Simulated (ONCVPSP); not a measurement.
**Transferability test, ONCV potential for bromine (Br)**

Br, optimised norm-conserving Vanderbilt (ONCV), made with ONCVPSP 4.0.1 (PBE, scalar-relativistic). Core [Ar] 3d10, reference 4s2 4p5. Waves: 4s: rc 1.25 bohr, ncon 4, nbas 8, qcut 5.6 1/bohr, 2 projectors, debl 3.7 Ha; 4p: rc 1.65 bohr, ncon 4, nbas 7, qcut 4.4 1/bohr, 2 projectors, debl 2.7 Ha; d scattering state at 0.4 Ha: rc 1.30 bohr, ncon 3, nbas 8, qcut 6.4 1/bohr, 1 projector. Local part: polynomial inside 1.00 bohr (lpopt 4, dvloc0 0 Ha). Core correction: Teter function fitted to the true core (icmod 2), fcfact 0.5.

Energies are relative to the spin-unpolarised reference configuration 4s2 4p5; without spin polarisation the order of configurations can differ from experiment.

| valence configuration | charge | ΔE all-electron (eV) | error AE − PS (meV) |
| --- | --- | --- | --- |
| 4s2 4p2 | +3 | 69.298 | -16 |
| 4s2 4p4.5 | +0.5 | 5.075 | -0.9 |

**Question.** What are ΔE and the potential's error for 4s2 4p3?

**Answer.** ΔE = 35.315 eV all-electron; the error (AE − PS) is -6.3 meV.

**Question.** What are ΔE and the potential's error for 4s2 4p4?

**Answer.** ΔE = 12.554 eV all-electron; the error (AE − PS) is -2.1 meV.

Note: ghosts flagged at negative energy: s at -481.2 eV; no localised positive-energy state flagged. A true bound ghost makes a file unfit for plane-wave use.
